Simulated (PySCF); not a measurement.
Delta-SCF ions had no search for a lower state. Excitations are Tamm–Dancoff values on a coarser integration grid. The basis has no diffuse functions, so Rydberg states are missing or too high.

C$_{3}$H$_{7}$B, SMILES `C(=C\B)/C` (charge 0, multiplicity 1)

The numbers are results of PBE0-D4/def2-TZVP (PySCF), not measurements.

* **HOMO**: -7.98 eV
* **dipole moment**: 2.20 D
* **HOMO–LUMO gap**: 6.20 eV
* **LUMO**: -1.78 eV
* **S1 excitation (TDA)**: 5.41 eV
* **S1 oscillator strength**: 0.000
* **brightest of the four lowest singlets (TDA)**: 6.04 eV
* **T1 excitation (TDA)**: 3.53 eV
* **S1–T1 gap (TDA)**: 1.88 eV
* **vertical ionisation energy (Delta-SCF)**: 10.13 eV
* **total energy**: -143.2079 Ha
* **cost**: roughly 2.1 core-minutes

```xyz
11

B      2.1344     0.0636    -0.0155
C      0.6896     0.2972     0.4137
C     -0.3300    -0.2099    -0.3014
C     -1.7744    -0.0609     0.0007
H      3.0603     0.5029     0.6042
H      2.3486    -0.5808    -1.0044
H      0.4372     0.8750     1.3030
H     -0.0860    -0.7892    -1.1919
H     -2.2423    -1.0432     0.1258
H     -1.9442     0.5281     0.9028
H     -2.2932     0.4173    -0.8370
```
Charge 0, spin multiplicity 1.
